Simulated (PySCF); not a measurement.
Vertical excitation energies

Compound: InMe2Br, C₂H₆BrIn.
SMILES: `[CH3][In]([CH3])[Br]`

Method: TDDFT PBE0/def2-SVPD, vertical, gas phase, core orbitals frozen in the response, def2 core potentials past Kr (PySCF 2.14.0, density-fitted response routines). Geometry: PBE0-D3(BJ)/def2-SVP; no solvent, vibrations or thermal averaging. Spin–orbit coupling is left out. The geometry optimisation had not met its thresholds, so the values belong to a structure short of the stationary point.

Task: Predict the UV-vis stick spectrum at this level.

Result: 

```csv
state,E (eV),λ (nm),ν̃ (cm⁻¹),f,"main configurations (H = HOMO, L = LUMO)"
S1,4.78,259.5,38540,0.0003,H→L (99%)
S2,5.50,225.4,44360,0.024,H-1→L (93%)
S3,5.59,221.7,45100,0.109,H→L+1 (87%)
S4,5.64,219.9,45470,0.0022,H-2→L (97%)
S5,5.67,218.6,45760,0.0077,H-3→L (94%)
S6,5.88,211.0,47390,0.036,H-1→L+1 (93%)
S7,6.47,191.5,52220,0.098,"H→L+2 (57%), H-3→L+1 (34%)"
S8,6.57,188.7,53000,0.194,H-2→L+1 (93%)
S9,6.74,184.0,54350,0.115,"H-3→L+1 (57%), H→L+2 (37%)"
S10,7.07,175.3,57050,0.0007,H-1→L+2 (92%)
```

Triplets (Tamm–Dancoff): T1 4.63 eV, H→L (95%); T2 4.95 eV, H→L+1 (80%), H-3→L+1 (10%); T3 5.01 eV, H-1→L (98%); T4 5.32 eV, H-2→L (93%).

The lowest singlet lies at 4.78 eV (259 nm, ultraviolet) and is dark (f under 0.0005); its leading configuration is HOMO→LUMO (99%). The strongest level in the table is S8 at 6.57 eV (189 nm, f = 0.194). Löwdin shares by element: HOMO bromine 66%, carbon 20%, indium 8%; LUMO indium 60%, carbon 18%, bromine 14%. Weighted by f, the mean energy of these states is 6.30 eV. The listed states span 2.29 eV, and the widest gap between neighbours is 0.72 eV (S1 to S2). Of the 10 states listed, 6 reach f = 0.01 and 1 stays under 0.0005. The vertical ionisation energy (ΔSCF) is 9.29 eV, 2.22 eV above S10. Singlets were solved by full linear response, triplets in the Tamm–Dancoff approximation.
